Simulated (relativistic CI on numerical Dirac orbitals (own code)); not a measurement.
## Zr⁴⁺: L2,3 absorption edge

Computed with this model: Dirac-Coulomb-Breit CI, separate exchange-only KLI orbitals for each configuration, model QED, valence Slater integrals scaled by 0.7, multiplet model of core-to-valence dipole absorption; configurations [Ar] 3d10 4s2 4p6 → [He] 2s2 2p5 3s2 3p6 3d10 4s2 4p6 4d; 300 K; Lorentzian 2.4 eV and Gaussian 0.5 eV FWHM. Energies are those of the free ion, without screening or charge transfer. The branching ratio is the share of the lower-energy edge in the whole absorption, uncertain by about 0.02 where the edges overlap. S is read from ⟨S²⟩ = S(S + 1).

Field parameters in Wybourne normalisation: D3d B²₀ = −7Dσ, B⁴₀ = −14Dq − 21Dτ, B⁴₃ = −14√(10/7) Dq; Oh B⁴₀ = 21Dq, B⁴₄ = √(5/14) B⁴₀. The field is a parameter set, without covalency.

Peaks in eV (height, largest 100): 2229.2 (86), 2231.2 (100), 2313.5 (48), 2315.5 (41).

Problem. Which surroundings give this spectrum?
A. Oh, 10Dq = 28100 cm⁻¹
B. D3d, 10Dq = 12550, Dσ = -140, Dτ = 330 cm⁻¹
C. Oh, 10Dq = 18500 cm⁻¹
D. Oh, 10Dq = 35800 cm⁻¹

Solution. C. Oh, 10Dq = 18500 cm⁻¹, where the ground state has S = 0.00.
